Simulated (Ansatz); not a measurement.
FePt₂⁺. The state is a doublet with charge 1. Geometry PBE0-D4/def2-TZVP; atoms count from 1.

```
atom   x (Å)   y (Å)   z (Å)
 Fe1   0.214   1.238  -0.560
 Pt2   1.085  -0.771   0.384
 Pt3  -1.299  -0.466   0.176
```

In the def2 sets Pt takes a core potential; there is no spin–orbit coupling. The relaxed charge 1 doublet is spin-contaminated (final ⟨S²⟩ up to 2.56, 0.75 for a pure state). No other spin state of charge 1 was run. The geometry of the doublet was relaxed on an unsound state (⟨S²⟩ 2.54, where a pure state has 0.75). The structure comes from a short search, and lower isomers may exist.

Estimate the Mulliken populations from the PBE0/def2-TZVP orbitals of Ansatz.


```csv
atom,charge (e),spin (α − β),d electrons
Fe1,0.54,-0.17,6.57
Pt2,0.23,0.58,8.87
Pt3,0.23,0.59,8.86
```
Mulliken values and Mayer orders depend strongly on the basis.

Where does the spin sit?

Summed by element: Fe -0.17, Pt 1.17, of 1 unpaired in all. Largest on single atoms: Pt3 0.59, Pt2 0.58, Fe1 -0.17.

And the Mayer bond orders between bonded heavy atoms (over 0.3)?

Fe1–Pt2 1.05 (2.38 Å); Fe1–Pt3 1.03 (2.39 Å); Pt2–Pt3 1.31 (2.41 Å).
